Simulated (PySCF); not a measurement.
In(OMe)2(Ph), C8H11InO2, SMILES C[O][In]([O]C)[c]1ccccc1 (GFN2-xTB optimised geometry):

```
22

In     0.517    -0.605     0.000
O      2.553    -0.605     0.000
C      3.446     0.472    -0.014
H      3.293     1.153     0.832
H      4.457     0.055     0.063
H      3.384     1.049    -0.944
O     -0.180    -2.482     0.021
C      0.611    -3.640     0.009
H      0.356    -4.257     0.879
H      0.406    -4.212    -0.903
H      1.684    -3.416     0.045
C     -1.096     0.941     0.000
C     -2.393     0.478     0.068
C     -3.436     1.393     0.065
C     -3.167     2.749    -0.006
C     -1.859     3.199    -0.074
C     -0.811     2.288    -0.070
H     -2.584    -0.586     0.120
H     -4.457     1.043     0.117
H     -3.980     3.461    -0.010
H     -1.650     4.257    -0.130
H      0.215     2.637    -0.123
```

Method: B3LYP/def2-SVP, def2 effective core potentials past Kr (PySCF).

Question: What are the frontier orbital energies and the dipole moment?

Answer: HOMO-2 -7.01 eV, HOMO-1 -6.94 eV, HOMO -6.64 eV, LUMO -1.48 eV, LUMO+1 -1.27 eV; dipole moment 2.60 D.
